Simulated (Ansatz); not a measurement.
A run for Ansatz (an electronic-structure program): R-r2SCAN/def2-TZVPP on fluoroethane (SMILES CCF), a point of a torsion scan.

Ansatz 0.2 input:
```yaml
crystal:
  periodic: [false, false, false]
  atoms:
    - {symbol: C, position_ang: [0.77963775, 0.07218341, 0.05619380]}
    - {symbol: C, position_ang: [-0.72396385, -0.16022246, -0.03336540]}
    - {symbol: F, position_ang: [-1.40876990, 0.97640665, 0.33232063]}
    - {symbol: H, position_ang: [1.19110308, -0.33741275, 0.97434405]}
    - {symbol: H, position_ang: [1.28358708, -0.40475828, -0.78009327]}
    - {symbol: H, position_ang: [0.98156933, 1.13902049, 0.01824119]}
    - {symbol: H, position_ang: [-1.06704619, -0.95819367, 0.63114875]}
    - {symbol: H, position_ang: [-1.03873613, -0.37522879, -1.05994463]}
basis:
  gaussian:
    orbitals: def2-TZVPP
hamiltonian:
  xc: {name: r2SCAN}
scf: {lower_state_search: off}
```

The log:

```
WARN ansatz: RAYON_NUM_THREADS=1 ignored (pool sized by the plan → 1); use --threads N
Functional definition: r2SCAN
these checks for a lower state are left out or cut short: stability, starts, cluster_reference, orbital_swaps, neighbouring_geometries, increment
integrals: 0.05 GiB planned
811 factors; their error is unknown
mean field: 0.53 GiB planned
mean field evaluation 1: about -4865.3028 eV, gradient 5.4e1 eV
mean field evaluation 2: about -4861.9718 eV, gradient 6.3e1 eV
mean field evaluation 4: about -4871.8769 eV, gradient 2.5e0 eV
mean field evaluation 8: about -4871.8914 eV, gradient 7.0e-2 eV
mean field evaluation 16: about -4871.8651 eV, gradient 2.7e-5 eV
mean field -4871.86509093 eV, -179.0377398228 hartree, gradient 5.2e-6 eV, S^2 0.000000; 0 other end points of the search recorded, 0 dependent functions left out
reference -4871.86510012 eV, -179.0377401607 hartree; 13, 13 occupied and 150, 150 virtual orbitals, 811 factors
Total energy: -4871.86510012 eV, -179.0377401607 hartree
Checks for a lower state left out: stability, starts, cluster_reference, orbital_swaps, neighbouring_geometries, increment
```

The run converged.

Cost: around 2.1 core-seconds (rough).
